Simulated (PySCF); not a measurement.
C4H4, SMILES C1=CC=C1. Heavy atoms are numbered as in [CH:1]1=[CH:3][CH:4]=[CH:2]1. Hydrogens are named by the atom that carries them.

The structure is a stationary point at PBE0-D3(BJ)/def2-SVP.

These are PBE0/def2-TZVPD (PySCF) values and carry that method's errors.

Mulliken values depend strongly on the basis, most of all with diffuse functions as here. ESP charges are fitted to the potential on shells at 1.4 to 2.0 van der Waals radii. Atomic charges (e), one atom of each kind:

```json
[
 {"atom": "C1 (CH)", "meta-Löwdin": "-0.13", "Mulliken": "-0.24", "ESP fit": "-0.15"},
 {"atom": "H on C1", "meta-Löwdin": "0.13", "Mulliken": "0.24", "ESP fit": "0.15"}
]
```
